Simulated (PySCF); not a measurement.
Compound: C₆H₁₅AlO.
Geometry (PBE0-D3(BJ)/def2-SVP, Å), atoms numbered from 1 in this order:
```
atom  x, y, z in Å
C1    -1.716   -1.174    0.979
O2    -1.638   -0.380   -0.197
Al3   -2.813    1.225   -0.342
C4    -0.396   -0.422   -0.908
C5     0.732    0.312   -0.225
C6     1.499   -0.322    0.958
C7     2.804    0.222    0.350
C8     2.068    0.377   -0.994
H9    -1.349   -2.188    0.760
H10   -1.128   -0.730    1.797
H11   -2.774   -1.215    1.266
H12   -2.593    1.542   -1.899
H13   -4.188    0.549    0.136
H14   -2.105    2.219    0.706
H15   -0.614    0.040   -1.882
H16   -0.141   -1.483   -1.076
H17    0.390    1.327    0.035
H18    1.230   -0.001    1.976
H19    1.461   -1.423    0.916
H20    3.073    1.200    0.777
H21    3.693   -0.424    0.377
H22    2.263    1.274   -1.601
H23    2.204   -0.511   -1.634
```

The calculation used PBE0-D3(BJ)/def2-SVP geometry optimisation, gas phase (PySCF 2.14.0).

Which atoms are bound to Al3, and at what distances?

4 atoms: H12 1.605 Å, H13 1.605 Å, H14 1.609 Å, O2 1.994 Å. The nearest atom not counted as bound is H11, at 2.92 Å.

List the angles at Al3.

```
      angle  degrees  distance of the outer atoms (Å)
H12–Al3–H13    119.3                             2.77
H12–Al3–H14    116.7                             2.74
H13–Al3–H14    116.4                             2.73
 O2–Al3–H14    101.0                             2.79
 O2–Al3–H12     98.6                             2.74
 O2–Al3–H13     98.3                             2.73
```

What is the shape at Al3?

Distorted tetrahedral: angles from 98.3° to 119.3°; τ4 = (360° − α − β)/141° = 0.88 with α and β the two widest (0 for a square, 1 for a tetrahedron).

What are the other bond lengths?

C1–O2 1.421 Å; O2–C4 1.433 Å; C4–C5 1.508 Å; C5–C6, C5–C8 1.544 Å; C6–C7, C7–C8 1.540 Å; C1–H9, C1–H10, C1–H11 1.099 Å; C4–H15, C4–H16 1.102 Å; C5–H17 1.103 Å; C6–H18, C8–H22 1.100 Å; C6–H19, C8–H23 1.103 Å; C7–H20 1.100 Å; C7–H21 1.100 Å.

Give some angles away from the centre.

C1–O2–Al3 118.5°, C1–O2–C4 116.2°, Al3–O2–C4 119.9°, O2–C4–C5 114.2°, C4–C5–C6 121.2°, C4–C5–C8 116.2°, C6–C5–C8 88.2°, C5–C6–C7 88.5°, C6–C7–C8 88.6°, C5–C8–C7 88.5°.

What are the rotational constants (commonest isotopes, rigid rotor)?

A = 3177, B = 859.7, C = 776.3 MHz: a near-prolate asymmetric top.

Point group: C1 (no symmetry element, even within 0.4 Å). Charge 0, singlet. Stationary, but not proved a minimum.

One conformer stands for the species.
